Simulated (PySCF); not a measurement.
**Al 2p3/2 core levels and what the atom is bonded to**

Gas-phase molecules, one conformer each, relaxed by PBE0-D3(BJ)/def2-SVP with no frequency check. Core levels by delta-SCF with SCAN, pcX-2 on the ionised atom and pcseg-1 elsewhere, spin-free X2C (2p3/2 is the spin-free 2p value less a third of a first-order spin-orbit splitting); energies from the vacuum level.

```
                  structure (SMILES)      Al bonded to  mean electronegativity of these (Pauling)  Al 2p3/2 (eV)
  [GeH3][Al]1[NH][AlH][NH][AlH][NH]1        1 Ge + 2 N                                       2.70          79.48
    [SH][Al]1[NH][AlH][NH][AlH][NH]1         2 N + 1 H                                       2.76              ?
          [CH3][Al]([Cl])[S][Mg][OH]  1 C + 1 Cl + 1 S                                       2.76          80.85
    [SH][Al]1[NH][AlH][NH][AlH][NH]1         2 N + 1 S                                       2.89          79.90
                [OH][Al]([OH])[GeH3]        1 Ge + 2 O                                       2.96          80.52
                  [OH][Al]([OH])[SH]         2 O + 1 S                                       3.15          81.06
        [SiH3][O][Al]([Cl])[O][SiH3]        1 Cl + 2 O                                       3.35          81.79
[OH][Al]([OH])[O][Ge]([F])([SH])[Cl]               3 O                                       3.44          81.71
```

**Question.** Fit a straight line to the complete rows and predict the core level of Al in [SH][Al]1[NH][AlH][NH][AlH][NH]1, bonded to 2 N + 1 H.

**Answer.** E = 72.780 + 2.628·χ (7 points, rms 0.40 eV, correlation 0.868). At 2.76 this gives 80.03 eV; the calculation itself gave 79.75 eV, so the fit is off by 0.28.

For scale, for [SH][Al]1[NH][AlH][NH][AlH][NH]1: hardware: 1 thread of Arm Neoverse V1 (aarch64), shared host; wall time 42 s, peak memory 0.78 GiB, launched as `OMP_NUM_THREADS=1 python cluster_run.py task.json out`.
